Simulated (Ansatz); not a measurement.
Harmonic frequencies (cm⁻¹) at PBE0-D4/def2-TZVP from Ansatz: 65, 105, 110, 167, 233, 237, 272, 363, 596, 604, 675, 805, 2443, 2704, 3893.

Each molecule was computed in one conformer, which needn't be the lowest.

**Question.** Which molecule is it?
A. `C=[N][GaH2]`
B. `O=C=CO`
C. `[OH][In]([SH])[SeH]`
D. `[OH][SnH]([Cl])[CH2]F`

**Answer.** C.
